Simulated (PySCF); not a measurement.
**V⁺ (vanadium, charge +1) across methods**

[Ar] 3d4, high-spin 5D determinant. Computed with PySCF 2.14 in x2c-TZVPPall (6s5p4d2f1g, 64 functions), with the spin-free X2C one-electron Hamiltonian (Gaussian nucleus).

```tsv
method	E (hartree)	mean ε 3p α (eV)	mean ε 3p β (eV)	mean ε 3d α (eV)	Σ⟨r²⟩ (bohr²)	⟨S²⟩
UHF	-947.90719	-61.684	-53.214	-15.836	21.68	6.001
LDA	-946.715	-48.055	-44.885	-10.047	22.88	6.000
PBE0	-948.730	-51.642	-47.161	-11.465	22.44	6.000
MN15	-949.343	-51.875	-48.827	-12.388	22.74	6.001
TPSSh	-948.944	-49.793	-45.853	-10.403	22.63	6.000
BLYP	-948.968	-47.870	-44.700	-9.740	22.99	6.000
PBE	-948.699	-48.077	-44.761	-9.891	22.93	6.000
```
